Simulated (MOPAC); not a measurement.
Input file for MOPAC: PM6 on KF, a point of a bond scan (R = 2.202 Å).

```
PM6 1SCF PRECISE CHARGE=0 THREADS=1
FK

K     -0.00000000 1    -0.00000000 1    -0.70772998 1
F      0.00000000 1     0.00000000 1     1.49409662 1
```

Program output:

```
*******************************************************************************
 **                                                                           **
 **                              MOPAC v23.2.5                                **
 **                                                                           **
 *******************************************************************************
 ** MOPAC's Digital Object Identifier: https://doi.org/10.5281/zenodo.6511958 **
 **                                                                           **
 ** Please cite the open-source release paper for use of this MOPAC version:  **
 ** J. E. Moussa and J. J. P. Stewart (2026)                                  **
 ** MOPAC: An open-source semiempirical molecular orbital program             **
 ** J. Open Source Softw., 11(119), 8025, https://doi.org/10.21105/joss.08025 **
 *******************************************************************************

                              PM6 CALCULATION RESULTS

 *******************************************************************************
 *  PM6        - The PM6 Hamiltonian to be used
 *
 *
 *
 *                 CHARGE ON SYSTEM = 0
 *
 *
 *
 *  PRECISE    - TIGHTER CRITERIA TO BE USED
 *  1SCF       - DO 1 SCF AND THEN STOP
 *  THREADS=1  - MULTI-THREADING NOT USED
 *  T=         - A TIME OF 172800.0 SECONDS REQUESTED
 *  DUMP=N     - RESTART FILE WRITTEN EVERY 7200.0 SECONDS REQUESTED
 *******************************************************************************
PM6 1SCF PRECISE CHARGE=0 THREADS=1
 FK

   ATOM   CHEMICAL          X               Y               Z
  NUMBER   SYMBOL      (ANGSTROMS)     (ANGSTROMS)     (ANGSTROMS)

     1       K         -0.00000000  *  -0.00000000  *  -0.70772998  *
     2       F          0.00000000  *   0.00000000  *   1.49409662  *



          CARTESIAN COORDINATES

    NO.       ATOM           X           Y           Z

     1         K         -0.0000     -0.0000     -0.7077
     2         F          0.0000      0.0000      1.4941

 General Reference for PM6:
 "Optimization of Parameters for Semiempirical Methods V: Modification of NDDO Approximations
 and Application to 70 Elements", J. J. P. Stewart, J. Mol. Mod., 13, 1173-1213 (2007)
 URL: https://link.springer.com/article/10.1007/s00894-007-0233-4

           Empirical Formula: K F  =     2 atoms



      MOLECULAR POINT GROUP   :   C*v


      RHF CALCULATION, NO. OF DOUBLY OCCUPIED LEVELS = 4


 -------------------------------------------------------------------------------
 PM6 1SCF PRECISE CHARGE=0 THREADS=1
 FK



     1SCF WAS SPECIFIED, SO BFGS WAS NOT USED
     SCF FIELD WAS ACHIEVED


                              PM6 CALCULATION
                                                       MOPAC v23.2.5 Linux




          FINAL HEAT OF FORMATION =        -72.92401 KCAL/MOL =    -305.11404 KJ/MOL


          COSMO AREA              =        133.33 SQUARE ANGSTROMS
          COSMO VOLUME            =        143.28 CUBIC ANGSTROMS

          IONIZATION POTENTIAL    =          8.809845 EV
          HOMO LUMO ENERGIES (EV) =         -8.810  0.507
          NO. OF FILLED LEVELS    =          4
          MOLECULAR WEIGHT        =         58.0967         POINT GROUP:  C*v

          MOLECULAR DIMENSIONS (Angstroms)

            Atom       Atom       Distance
            F     2    K     1     2.20183
            F     2    K     1     0.00000
            K     1    F     2     0.00000


          SCF CALCULATIONS        =          1





   ATOM   CHEMICAL          X               Y               Z
  NUMBER   SYMBOL      (ANGSTROMS)     (ANGSTROMS)     (ANGSTROMS)

     1       K         -0.00000000  *  -0.00000000  *  -0.70772998  *
     2       F          0.00000000  *   0.00000000  *   1.49409662  *

                             CARTESIAN COORDINATES

   1    K       -0.000000000    -0.000000000    -0.707729980
   2    F        0.000000000     0.000000000     1.494096620


           Empirical Formula: K F  =     2 atoms



      MOLECULAR POINT GROUP   :   C*v


                  EIGENVALUES
 -30.78536  -8.93337  -8.93337  -8.80984   0.50732   2.17875   2.72184   2.72184


              NET ATOMIC CHARGES AND DIPOLE CONTRIBUTIONS

  ATOM NO.   TYPE          CHARGE      No. of ELECS.   s-Pop       p-Pop
    1          K           0.858025        0.1420     0.00010     0.14188
    2          F          -0.858025        7.8580     1.96858     5.88944
 DIPOLE           X         Y         Z       TOTAL
 POINT-CHG.     0.000     0.000    -9.074     9.074
 HYBRID        -0.000    -0.000    -0.053     0.053
 SUM           -0.000    -0.000    -9.128     9.128


          ATOMIC ORBITAL ELECTRON POPULATIONS

     Atom    s        px        py        pz
    1  K   0.00010   0.02348   0.02348   0.09492
    2  F   1.96858   1.97652   1.97652   1.93640

 **********************
 *                    *
 * JOB ENDED NORMALLY *
 *                    *
 **********************




 == MOPAC DONE ==
```

The run finished.

Cost: around 0.03 core-seconds (rough).
